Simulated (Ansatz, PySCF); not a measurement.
Reaction (SMILES): Cl[C]Cl → Cl[C]Cl as doublet, charge -1 (an electron is taken up)
Geometries: B3LYP-D3(BJ)/def2-TZVP minima from Ansatz (a quantum-chemistry and plane-wave program). Unstable Hartree-Fock reference: Cl[C]Cl.

Wanted: adiabatic electron affinity (0 K, with B3LYP-D3(BJ) harmonic zero-point energies from PySCF), positive where the reaction releases energy, in eV. Valence correlation only, unless marked. Open shells are spin-unrestricted. Spin-orbit coupling is left out. Non-relativistic unless marked X2C. FCI takes restricted orbitals. Anions need diffuse functions: aug- sets have them; def2-D sets add few; the other sets have none. CBS marks a two-point X^-3 extrapolation of the correlation energy; Hartree-Fock from the larger set. The bracket is a focal-point correction in the basis named.

| level | program | adiabatic electron affinity (eV) | minus last row |
|---|---|---|---|
| BP86-D4/def2-TZVPD | PySCF + dftd4 | 1.73 | 0.14 |
| BP86/def2-TZVPD | PySCF | 1.72 | 0.13 |
| TPSS-D4/def2-TZVPD | PySCF + dftd4 | 1.71 | 0.12 |
| M06-L-D4/def2-TZVPD | PySCF + dftd4 | 1.45 | -0.14 |
| PBE0/STO-3G | Ansatz | -0.55 | -2.14 |
| PBE0-D4/def2-TZVP | Ansatz + dftd4 | 1.55 | -0.04 |
| PBE0-D4/def2-TZVPD | Ansatz + dftd4 | 1.67 | 0.08 |
| r2SCANh/def2-TZVPD | Ansatz | 1.79 | 0.20 |
| r2SCAN0-D4/def2-TZVPD | Ansatz + dftd4 | 1.84 | 0.25 |
| MN15-D3(BJ)/def2-TZVPD | PySCF + dftd3 | 1.50 | -0.09 |
| CAM-B3LYP-D3(BJ)/def2-TZVPD | Ansatz + dftd3 | 1.76 | 0.17 |
| B2GP-PLYP-D3(BJ)/def2-TZVPD | Ansatz + dftd3 | 1.61 | 0.02 |
| B2GP-PLYP-D4/def2-TZVPD | Ansatz + dftd4 | 1.62 | 0.03 |
| B2PLYP/def2-TZVPD | Ansatz | 1.61 | 0.02 |
| RPA@PBE/cc-pV(T+d)Z | Ansatz | 1.48 | -0.11 |
| CCSD/aug-cc-pV(D+d)Z | Ansatz | 1.60 | 0.01 |
| CCSD/aug-cc-pV(T+d)Z | Ansatz | 1.57 | -0.02 |
| CCSD(T)/aug-cc-pV(D+d)Z | Ansatz | 1.56 | -0.03 |
| X2C-CCSD(T)/cc-pVTZ-DK | Ansatz | 1.30 | -0.29 |
| FCI/STO-3G | Ansatz | -1.66 | -3.25 |
| RI-MP2/CBS(aug-cc-pV(T+d)Z,aug-cc-pV(Q+d)Z)+[CCSD(T)-MP2]/aug-cc-pV(T+d)Z | Ansatz | 1.59 | 0.00 |
